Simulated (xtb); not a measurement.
C6H5F, SMILES C=C=C(F)C#CC. All values are semi-empirical tight-binding results from xtb (GFN2-xTB unless named), good for trends rather than for accurate numbers. Coordinates come from a GFN2-xTB optimisation. The structure was generated by enumeration, and PubChem lists no compound with its InChIKey, so it may never have been made.

**Question.** Estimate the properties. (Estimate from the structure and the level; the computed values follow.)

**Answer.** 
| Property | Value |
|---|---|
| point group as xtb finds it | Cs |
| orbital gap | 4.09 eV |
| dipole moment | 2.97 D |
| zero-point energy | 52.3 kcal/mol |
| G − E(el) at 298.15 K (modified RRHO) | 31.0 kcal/mol |
| static polarisability (D4 model) | 66.6 bohr³ |
| solvation energy, GFN2-xTB/ALPB(water) | -3.7 kcal/mol |
| solvation energy, GFN2-xTB/ALPB(dmf) | -8.0 kcal/mol |

Computed IR lines (harmonic; lines under 4 % of the strongest left out, lines within 3 cm⁻¹ merged):
ν (cm⁻¹): 462 (w), 495 (w), 659 (w), 876 (w), 983 (vs), 1020 (m), 1198 (vs), 1438 (w), 1446 (w), 2064 (m), 2368 (s), 3002 (w), 3006 (m), 3011 (m), 3058 (m), 3061 (w) (against the strongest line: vs over 80 %, s over 45 %, m over 15 %, w over 4 %, vw less)
